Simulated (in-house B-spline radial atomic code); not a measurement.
## LC-wPBE excitations of the sulfur ion S⁶⁺

Method: LC-wPBE. Computed with an all-electron radial atomic-structure program (B-spline basis): linear response of the closed shell [He] 2s2 2p6 with the functional's adiabatic kernel; scalar-relativistic (spin-free one-electron X2C), finite nucleus, no spin-orbit coupling, no double excitations, S, P, D and F terms only. Only terms of natural parity with L up to 3 were computed.

Command:
```bash
python run_td.py task.json out
```
Settings (radii: box in bohr, nucleus in fm):
```
Z                        16
electrons                10
configuration            [He] 2s2 2p6
hamiltonian              x2c
method                   lc_wpbe
box_radius               14.35
rms_radius               3.2611
intervals                71
```

Time taken, with all properties: 0.7 s on 1 thread of Arm Neoverse N1, on a shared host.

The lowest states, in the order of their Tamm-Dancoff energies; the method's threshold (minus the highest occupied level) is 264.09 eV. Labels give the largest channel, * marks a mixed state, and oscillator strengths are full-response dipole values. Semilocal kernels can invert the small singlet-triplet splittings of Rydberg terms. Energies in eV:

```tsv
state	full response	Tamm-Dancoff	oscillator strength
2p → 3s 3P	161.81	161.82	-
2p → 3s 1P	163.12	163.14	0.193
2p → 3p 3S	174.06	174.09	-
2p → 3p 3D	?	?	-
2p → 3p 1D	175.98	175.99	-
2p → 3p 1S	182.84	183.38	-
2p → 3d 3P	192.62	192.63	-
2p → 3d 3F	?	?	-
2p → 3d 1F	193.51	193.51	-
2p → 3d 1P	196.24	196.36	1.3
2p → 4s 3P	211.41	211.41	-
2p → 4s 1P	211.80	211.81	0.0347
2p → 4p 3S	215.78	215.79	-
2p → 4p 3D	216.28	216.28	-
2p → 4p 1D	216.61	216.61	-
```

Task: Where does 2p → 3p 3D lie?

Result: At 174.97 eV in full response, 174.98 eV in Tamm-Dancoff.

Task: Where does 2p → 3d 3F lie?

Result: At 192.83 eV in full response, 192.84 eV in Tamm-Dancoff.

Task: How large is the singlet-triplet splitting of 2p → 3s (P terms) in Tamm-Dancoff?

Result: 1.33 eV, from the unrounded values.

Task: What polarisabilities and dispersion coefficient does the method give?

Result: Dipole 0.07484 bohr³, quadrupole 0.03188 bohr⁵, C6 0.03808 hartree·bohr⁶ for two such species.
